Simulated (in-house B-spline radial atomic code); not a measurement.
Radial electron density of Sn3+, [Kr] 4d10 5s1. Level of theory: scalar-relativistic (X2C) LDA VWN5, spin-polarised, spherical fractional occupations, Fermi nucleus of rms radius 4.6519 fm; calculated with a radial B-spline atomic code at the basis-set limit.

One-electron X2C: radii and densities carry no picture-change correction, so inner-shell <1/r> comes out high (for 1s by about 2 % at Z = 33, 5 % at 54, 10 % at 75, 30 % at 118) and <r> low.

Columns: r (bohr), 4πr²n(r) (electrons per bohr), bar.

```
0.000923    1.989 #
 0.00114    2.787 #
  0.0014    3.855 ##
 0.00173    5.354 ###
 0.00213    7.346 ####
 0.00262    9.981 #####
 0.00323    13.47 #######
 0.00398    17.92 ##########
 0.00491    23.51 #############
 0.00605    30.19 ################
 0.00746    37.84 ####################
 0.00919    45.99 #########################
  0.0113     53.8 #############################
   0.014    60.48 ################################
  0.0172    64.31 ##################################
  0.0212    64.73 ###################################
  0.0261    61.89 #################################
  0.0322     57.6 ###############################
  0.0397    55.35 ##############################
  0.0489    58.49 ###############################
  0.0603    67.59 ####################################
  0.0743    78.13 ##########################################
  0.0916     82.4 ############################################
   0.113    75.77 ########################################
   0.139    63.43 ##################################
   0.171    56.89 ##############################
   0.211    61.64 #################################
    0.26    67.67 ####################################
   0.321    60.25 ################################
   0.395    40.47 ######################
   0.487    23.92 #############
   0.601    20.62 ###########
    0.74    23.34 ############
   0.912    21.65 ############
    1.12    15.04 ########
    1.39    7.931 ####
    1.71    3.669 ##
     2.1    1.576 #
    2.59    0.597 
     3.2   0.1747 
    3.94  0.03454 
    4.85 0.003905 
    5.98 0.0002125 
    7.37 4.831e-06
```

On this grid the curve has 4 maxima, near 0.0212, 0.0916, 0.26, 0.74 bohr.

The 4d down radial function P(r) = rR(r), positive near the nucleus:

```
r (bohr)          P
 0.00919   0.001107
   0.014   0.003469
  0.0212    0.01037
  0.0322    0.02969
  0.0489    0.07848
  0.0743     0.1841
   0.113     0.3608
   0.171     0.5319
    0.26     0.4737
   0.395   -0.02865
   0.601    -0.7476
   0.912     -1.041
    1.39    -0.7353
     2.1    -0.2928
     3.2   -0.05376
    4.85  -0.003302
```
